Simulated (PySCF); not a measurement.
O2Se, SMILES O=[Se]=O. Coordinates come from a PBE-D3(BJ)/def2-TZVP optimisation.

Task: Give the equilibrium geometry at PBE-D3(BJ)/def2-TZVP (PySCF confirms it by a frequency run) as Cartesian coordinates in Å, and its point group. (Estimate from the structure and the level; the computed values follow.)

Result: point group C2v.
```xyz
3

O      0.0000    -1.3685     0.6041
Se     0.0000     0.0000    -0.2843
O      0.0000     1.3685     0.6041
```
